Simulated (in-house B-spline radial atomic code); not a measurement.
**Ionising Ga⁴⁺ with different functionals**

Computed with an all-electron radial atomic-structure program (B-spline basis): non-relativistic Hamiltonian, point nucleus, spin-polarised at highest spin, spherical fractional occupations for the functionals, and exact exchange of hybrids averaged over the configuration. The ionisation energy is the difference of two self-consistent energies, [Ar] 3d9 → [Ar] 3d8, without Breit or QED terms; ε is the level of the shell that loses the electron (its least bound occupied spin orbital). There is no spin-orbit coupling in this Hamiltonian.

```
   method                    rung  ΔSCF (eV)  -ε(3d) (eV)
     PBE0           global hybrid      87.54        79.22
    B3LYP           global hybrid      87.75        78.64
    TPSSh           global hybrid      87.56        76.87
   M06-2X           global hybrid      87.16        83.44
BHandHLYP           global hybrid      87.20        82.87
  r2SCAN0           global hybrid          ?            ?
    B97-1           global hybrid      87.57        78.61
    HSE06  range-separated hybrid          ?            ?
    wB97X  range-separated hybrid      87.28        81.23
CAM-B3LYP  range-separated hybrid      87.70        80.66
  LC-wPBE  range-separated hybrid      87.77        81.20
```

**Question.** What does HSE06 give?

**Answer.** ΔSCF 87.49 eV, and -ε(3d) = 78.76 eV.

**Question.** What does r2SCAN0 give?

**Answer.** ΔSCF 87.66 eV, and -ε(3d) = 79.43 eV.

**Question.** Among the functionals, which spreads more, the ΔSCF values or the orbital energies?

**Answer.** The orbital energies: ΔSCF values span about 0.61 eV and the orbital energies 6.57 eV; here energy differences depend much less on the functional than eigenvalues do.

**Question.** How do they compare with the NIST value?

**Answer.** NIST lists 86.0 eV ± 0.12 (semi-empirical, ground level to ground level). Errors run from +1.15 to +1.76 eV. The correlated functionals all miss on the same side by more than they spread, so the cause is common to them (relativity, Breit-QED terms, multiplet and fine-structure energies, or a listed next ion that isn't the cheapest removal here) and closeness doesn't rank the functionals.
